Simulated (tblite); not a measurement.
Species: C5H6ClFS.
Structure used (GFN2-xTB), in Å, numbered top down from 1:
```
atom  x, y, z in Å
F1    -2.2927    0.9468   -0.1209
C2    -1.1296    0.4215    0.3370
Cl3   -1.3083    0.2197    2.1241
C4    -0.7764   -0.9084   -0.3134
C5     0.7322   -1.0086   -0.0863
C6     1.2300    0.4310   -0.2515
C7     0.0732    1.3046    0.1142
S8     0.0826    2.9133    0.2324
H9    -1.0107   -0.8308   -1.3774
H10   -1.3356   -1.7383    0.1131
H11    1.2070   -1.6936   -0.7853
H12    0.9238   -1.3557    0.9292
H13    2.1067    0.6604    0.3543
H14    1.4972    0.6377   -1.2917
```

All values are computed: GFN2-xTB (tblite) harmonic vibrations without scaling, gas phase. The method is semi-empirical: single wavenumbers can be off by several per cent or more. One conformer, not necessarily the lowest.

Harmonic wavenumbers (cm⁻¹): 60.2, 140.9, 161.5, 202.0, 293.9, 340.8, 411.0, 451.7, 516.5, 560.2, 604.1, 732.6, 831.6, 886.5, 979.4, 984.3, 1026.4, 1073.7, 1104.9, 1128.7, 1153.5, 1176.7, 1188.9, 1229.6, 1293.6, 1303.3, 1315.1, 1427.6, 1456.8, 1480.9, 2948.7, 2981.5, 2998.6, 3008.1, 3026.5, 3029.5.

A = 1725, B = 1397, C = 1075 MHz; mass 151.986 u (most abundant isotopes); point group C1, symmetry number 1.

**Question.** Zero-point energy?

**Answer.** Half the sum of the wavenumbers: 21755 cm⁻¹ = 62.20 kcal/mol.

**Question.** Entropy at 273.15 K, 1 bar (ideal gas, RRHO, classical rotation)?

**Answer.** Translation 40.56, rotation 28.95, vibration 17.34: S = 86.8 cal/(mol K).

**Question.** And Cp and H(273.15 K) − H(0)?

**Answer.** Cp = 28.42 cal/(mol K), of which vibrations give 20.47 (their classical limit is 36 R = 71.5); H(273.15 K) − H(0) = 4.84 kcal/mol without the zero-point energy, 2.67 from vibrations.

**Question.** Blend soft modes into free rotors: weight 1/[1 + (100 cm⁻¹/ν̃)⁴] for the oscillator and the rest for a rotor with moment μB/(μ + B), μ = h/(8π²ν), B = 10⁻⁴⁴ kg m². What vibrational entropy results?

**Answer.** 16.42 cal/(mol K) in place of 17.34, which changes −T·S at 273.15 K by +0.25 kcal/mol.

**Question.** What must be added to the electronic energy to get the Gibbs energy at 273.15 K and 1 bar?

**Answer.** ZPE + [H(273.15 K) − H(0)] − T·S = 62.20 + 4.84 − 23.72 = 43.32 kcal/mol.

**Question.** How do the functions run with temperature in this model?

**Answer.** 
```csv
T (K),S (cal/(mol K)),Cp (cal/(mol K)),H − H(0) (kcal/mol),G − H(0) (kcal/mol),ln q(vib)
150,73.0,18.8,1.93,-9.02,1.67
250,84.4,26.6,4.20,-16.90,3.40
298.15,89.4,30.4,5.57,-21.09,4.27
400,99.5,38.2,9.07,-30.71,6.14
600,117.3,49.8,17.96,-52.43,9.85
900,139.7,60.1,34.60,-91.10,15.19
```

q(vib) and H(0) count from the zero-point level.

**Question.** Which modes carry the vibrational entropy at 273.15 K?

**Answer.** 60.2 cm⁻¹: 4.28; 140.9 cm⁻¹: 2.62; 161.5 cm⁻¹: 2.37; 202.0 cm⁻¹: 1.96; 293.9 cm⁻¹: 1.31; 340.8 cm⁻¹: 1.07 cal/(mol K); the other 30 give 3.74 together.

Hindered rotation and anharmonicity are outside this model. Other conformers, if any are populated, would add a mixing term that is left out. The structure is chiral; the term R ln 2 for an equal mix with its mirror image is left out.
